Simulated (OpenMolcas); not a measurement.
# Fe2+ in a point-charge field

Fe2+ among 3 point charges of -1 e arranged as a planar triangle (D3h), 2.04 Å from the ion.

| Quantity | Value |
| --- | --- |
| Program | OpenMolcas |
| Method | SS-CASPT2, IPEA 0.25 Eh, imaginary shift 0.1 Eh (closed shells correlated: 3s 3p) |
| Basis | ANO-RCC-VDZP [5s4p2d1f] |
| Scalar Hamiltonian | DKH2, point nucleus |
| Active space | 6 electrons in 5 orbitals (3d) |
| State averaging | 2S+1 = 5 even, 5 roots; 2S+1 = 3 even, 45 roots; 2S+1 = 1 even, 50 roots |
| Spin-orbit coupling | RASSI with atomic mean-field integrals over the reference wave functions |

The lowest spin-free states (labels of D3, the rotations of D3h), above the lowest:

| State | Degeneracy | E (cm-1) | Free-ion L (%) |
| --- | --- | --- | --- |
| 5A1 | 1 | 0 | D (100) |
| 5E | 2 | 1280 | D (100) |
| 5E | 2 | 6160 | D (100) |
| 3E | 2 | 22020 | H (100) |
| 3A2 | 1 | 22060 | P (65) |
| 3A1 | 1 | 22130 | H (85) |
| 3A2 | 1 | 22130 | H (85) |
| 3E | 2 | 22260 | H (90) |
| 3E | 2 | 22370 | P (57) |
| 3E | 2 | 22620 | H (87) |
| 3E | 2 | 23420 | H (88) |
| 3E | 2 | 23530 | F (81) |
| 3A2 | 1 | 23580 | H (84) |
| 3E | 2 | 24580 | P (39) |
| 3A2 | 1 | 24620 | F (97) |
| 3A1 | 1 | 24620 | F (97) |
| 3A2 | 1 | 25040 | F (57) |
| 3A1 | 1 | 27360 | G (93) |
| 3E | 2 | 28640 | G (69) |
| 3E | 2 | 29090 | G (74) |

The lowest levels with spin-orbit coupling:

```csv
E (cm-1),Degeneracy,Label,2S+1,g
0,1,A1,5,
21,2,E,5,0.00 0.00 3.95
89,2,E,5,0.00 0.00 7.92
1200,2,,5,0.00 0.00 10.00
1350,2,E,5,0.00 0.00 6.09
1460,2,E,5,0.00 0.00 2.30
1520,1,A2,5,
1640,1,A1,5,
1690,2,E,5,0.00 0.00 5.76
5850,2,E,5,0.00 0.00 12.00
6090,2,,5,0.00 0.00 8.00
6320,2,E,5,0.00 0.00 4.00
6540,2,E,5,
6740,1,A1,5,
6740,1,A2,5,
21730,1,A1,3,
21810,2,E,3,0.00 0.00 3.14
21950,2,,3,0.00 0.00 13.99
22010,2,E,3,0.00 0.00 10.63
22020,2,E,3,0.00 0.00 3.29
```

Powder χT (cm3 K/mol): 0.564 at 2 K, 2.53 at 10 K, 3.92 at 50 K, 4.04 at 100 K, 4.1 at 200 K, 4.15 at 300 K. The effective moment at 300 K is 2.828 √(χT) = 5.76 μB.

The lowest level has 2S+1 = 5, for which the spin-only value is χT = S(S+1) / 2 = 3.000 cm3 K/mol (g = 2). The computed 4.152 at 300 K differs by +1.152, through orbital momentum, spin-orbit coupling and any other state in reach.

Roots that are degenerate in the reference are averaged as groups; the widest CASPT2 spread within a group is 120 cm-1 (the 2-fold group of multiplicity 5 near 6160 cm-1 above the lowest state of its run). Shifts and gaps below about the spread of the groups concerned are not significant. Free-ion shares, where given, are those of the reference states; single-state CASPT2 does not remix them. This is an electrostatic model: the charges have no orbitals. No measured value stands beside these numbers.

With an even number of electrons the g values are those of a degenerate or nearly degenerate non-Kramers pair.
